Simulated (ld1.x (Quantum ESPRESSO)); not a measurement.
An all-electron radial function and its pseudo partner (ruthenium (Ru))

Columns: radius, all-electron u(r) and pseudo u(r) of the 5s shell (level -10.50 eV) of ruthenium in the configuration [Kr] 4d7 5s0 5p0; PBE, scalar-relativistic, TM scheme, ld1.x (Quantum ESPRESSO) 7.5.

```csv
r (bohr),all-electron,pseudo
0.132,-0.0865,0.0328
0.265,0.1774,0.0643
0.398,0.1080,0.0931
0.530,-0.1017,0.1180
0.663,-0.2559,0.1391
0.795,-0.3029,0.1570
0.928,-0.2608,0.1740
1.060,-0.1634,0.1927
1.193,-0.0391,0.2169
1.325,0.0893,0.2498
1.458,0.2115,0.2950
1.590,0.3191,0.3524
1.723,0.4109,0.4192
1.855,0.4851,0.4859
1.988,0.5436,0.5436
2.120,0.5869,0.5869
2.252,0.6171,0.6171
2.385,0.6361,0.6361
2.518,0.6452,0.6452
2.650,0.6462,0.6462
2.782,0.6404,0.6404
2.915,0.6291,0.6291
3.048,0.6133,0.6133
3.180,0.5943,0.5943
3.312,0.5728,0.5728
3.445,0.5491,0.5491
```

(1) How many radial nodes do the two functions have?

(2) At about which radius was the pseudo-wave matched?

(3) Is the pseudo-wave norm-conserving?

## Answers

(1) The all-electron 5s function has n − l − 1 = 4 (the table is too coarse to show those close to the nucleus); the pseudo-wave has 0, since the states of the same l below it are removed with the core.

(2) 2.05 bohr, where the columns begin to agree (steps of 0.13 bohr).

(3) Yes: the TM scheme keeps the norm inside the radius equal to the all-electron one, which fixes the energy derivative of the logarithmic derivative at the level.
